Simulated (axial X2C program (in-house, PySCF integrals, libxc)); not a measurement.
## Ω levels of DyH from open-shell CI on f9 s2

Computed with an axial X2C code built on PySCF integrals: two-component X2C with atomic mean-field Coulomb and Gaunt terms, basis Dy dyall-v3z, H dyall-v3z (cores contracted in-house). Orbitals come from Hartree–Fock averaged over the configuration Dy f9 s2; CI then distributes these electrons over the f, s shells of Dy.

R = 1.971 Å (near the minimum of the configuration average).

Lowest levels of this model:

```
   Ω  energy (cm⁻¹)     g∥  μ (D)  configuration
15/2              0  19.91  -1.56     100% f9 s2
13/2            391  17.06  -1.56     100% f9 s2
11/2            760  14.27  -1.55     100% f9 s2
 9/2           1062  11.60  -1.54     100% f9 s2
 7/2           1274   9.03  -1.54     100% f9 s2
 5/2           1401   6.48  -1.54     100% f9 s2
 3/2           1464   3.91  -1.54     100% f9 s2
 1/2           1489   1.31  -1.55     100% f9 s2
13/2           3456  16.81  -1.56     100% f9 s2
11/2           3805  13.85  -1.55     100% f9 s2
 9/2           4061  11.11  -1.55     100% f9 s2
 7/2           4277   8.50  -1.55     100% f9 s2
 5/2           4461   6.03  -1.54     100% f9 s2
 3/2           4590   3.63  -1.54     100% f9 s2
 1/2           4654   1.22  -1.54     100% f9 s2
11/2           5967  13.76  -1.55     100% f9 s2
 9/2           6192  10.59  -1.55     100% f9 s2
 7/2           6404   7.89  -1.55     100% f9 s2
 5/2           6610   5.43  -1.55     100% f9 s2
 3/2           6799   3.20  -1.54     100% f9 s2
 1/2           6912   1.07  -1.54     100% f9 s2
 9/2           7901  10.63  -1.55     100% f9 s2
 7/2           8027   7.15  -1.55     100% f9 s2
 5/2           8243   4.64  -1.55     100% f9 s2
 3/2           8470   2.73  -1.55     100% f9 s2
 1/2           8639   0.93  -1.54     100% f9 s2
11/2          10884  15.94  -1.54     100% f9 s2
```

g∥ is the magnitude of 2⟨Lz + ge Sz⟩ for the +Ω component. μ is positive if the H end is positive.

Question: From Ω and g∥ of the lowest level, whose 2⟨Lz + ge Sz⟩ is positive, find ⟨Sz⟩ and ⟨Lz⟩ (ge = 2.0023).

Answer: Ω = ⟨Lz⟩ + ⟨Sz⟩ = 15/2 and ⟨Lz⟩ + ge⟨Sz⟩ = 9.955, so ⟨Sz⟩ = 2.45 and ⟨Lz⟩ = 5.05.

Occupations of the active spinors in the lowest level by ω, shell by shell in order of energy: -7/2: 0.00; -5/2: 0.93 0.07; -3/2: 0.84 0.16; -1/2: 0.72 0.28 1.00; 1/2: 0.51 0.49 1.00; 3/2: 1.00 1.00; 5/2: 1.00 1.00; 7/2: 1.00. The leading determinant has weight 0.29 among 67.

This point took 1.5 s on 1 thread of Arm Neoverse N1, with other jobs on the host.

Dynamic correlation is missing, so gaps between terms are too wide and other configurations may lie lower; the lowest level listed is that of this model, not necessarily the ground state. At most 4 roots were kept for each Ω > 0 (twice that for Ω = 0) within 2.2 eV of the lowest, so higher up levels can be missing between those listed; levels with Ω > 0 are doubly degenerate and listed once, Ω = 0 levels singly.
